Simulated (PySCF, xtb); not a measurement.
Zr(OH)3 (H3O3Zr), SMILES [OH][Zr]([OH])[OH] (connectivity only; charge and spin as stated), neutral, multiplicity 2. One conformer was computed; it need not be the lowest.

Harmonic wavenumbers (cm⁻¹) from GFN2-xTB (xtb 6.7.1) at its own minimum, in rising order: 87, 105, 124, 172, 271, 293, 374, 398, 503, 511, 555, 570, 3477, 3488, 3516.

### Question
What does PBE0-D3(BJ)/def2-SVP run with PySCF give at its own minimum? (Estimate from the structure and the level; the computed values follow.)

### Answer
82, 157, 157, 216, 322, 322, 419, 419, 438, 700, 727, 727, 4030, 4030, 4034. Paired by order, the mean absolute difference is 165 cm⁻¹ and the zero-point energies are 20.6 and 24.0 kcal/mol.
